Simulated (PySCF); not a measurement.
# Computed structure and properties of TaH4

System: TaH4 (doublet); start: displaced along the imaginary mode (D2d). Method: PySCF 2.14.0, UKS PBE, Ta def2-SVP with ECP60, H def2-SVP; non-relativistic Hamiltonian with scalar-relativistic core potentials where named; density fitting; no spin-orbit coupling.

Input of the relaxation:

```python
mol = gto.M(atom='''
Ta    -0.00000     0.00000     0.00000
H      1.87778    -0.00000     0.25000
H      0.00000     1.87778    -0.25000
H     -1.87778     0.00000     0.25000
H     -0.00000    -1.87778    -0.25000''',
    basis={'Ta': 'def2-SVP', 'H': 'def2-SVP'},
    ecp={'Ta': 'def2-SVP'},
    charge=0, spin=1)
mf = dft.UKS(mol, xc='PBE')
mf.grids.atom_grid = (50, 194)
mf = mf.density_fit()  # fitting sets: Ta def2-universal-JKFIT, H def2-universal-JKFIT
mf.conv_tol = 1e-08; mf.max_cycle = 55
mf.kernel(dm0)  # dm0: converged density of the start geometry
# quasi-Newton relaxation in Cartesian coordinates to a largest gradient under 0.00045 Eh/bohr, steps kept in the point group
```

Run from Python with OMP_NUM_THREADS=2; the lines above give its settings. Where DIIS fails, smearing, a level shift and second-order steps follow.
It took 6.7 s on 2 threads of Arm Neoverse V1 (shared host), from the converged density of the start.

Course of the relaxation:

```csv
step,energy above end (eV),largest force component within the symmetry (eV/Å)
0,2.3825,1.097
1,1.5233,0.874
2,0.6751,0.904
3,0.2125,0.603
4,0.0322,0.202
5,0.0018,0.028
6,0.0000,0.004
```

Relaxed geometry (D2d):

```xyz
5

Ta    0.0000    0.0000    0.0000
H     1.4860    0.0000    0.9758
H     0.0000    1.4860   -0.9758
H    -1.4860    0.0000    0.9758
H     0.0000   -1.4860   -0.9758
```

| contact | Å |
| --- | --- |
| Ta1–H2 (H) | 1.778 |
| Ta1–H3 (H) | 1.778 |
| Ta1–H4 (H) | 1.778 |
| Ta1–H5 (H) | 1.778 |

On the finer grid (75, 302):

| Item | Value |
| --- | --- |
| HOMO | -4.34 eV |
| LUMO | -4.21 eV |
| Dipole about the centre of mass | 0.00 D |
| Spin squared | 0.754 |
| Set of Mulliken populations of Ta1 outside the core potential | s 2.91, p 6.19, d 3.14, f 0.02 |
| D3(BJ) dispersion energy (not in the energies) | -0.051 eV |

```tsv
atom	Mulliken (e)	Löwdin (e)	spin (e)
Ta1	0.74	0.41	1.15
H2	-0.19	-0.10	-0.04
H3	-0.19	-0.10	-0.04
H4	-0.19	-0.10	-0.04
H5	-0.19	-0.10	-0.04
```

On the grid (50, 194), as all that follows. Harmonic modes: a minimum; lowest 450 cm⁻¹ (negative: unstable), highest 1866 cm⁻¹, zero-point energy 0.632 eV.

Taking off one H (charge -1, singlet; the rest: doublet) in vacuum, both parts rigid, costs 11.37 eV; the small basis without counterpoise inflates it. Most of it is the attraction of opposite charges; other ways to part are cheaper, and one spin state was tried for the rest.

Rigid scan of H along the line from its metal, all other atoms held (where the atom bridges, its other bond changes as well):

distance to H2 (Å), energy (eV) and a bar:
```
     1.48      0.845 #########
     1.58      0.325 ###
     1.68      0.071 #
     1.78      0.000 
     1.88      0.054 #
     1.98      0.192 ##
     2.18      0.607 ######
     2.48      1.343 ##############
     2.88      2.218 #######################
     3.38      2.850 ##############################
```

One start shape was tried, so this needn't be the lowest isomer.

Open shells may have lower solutions than the one found.
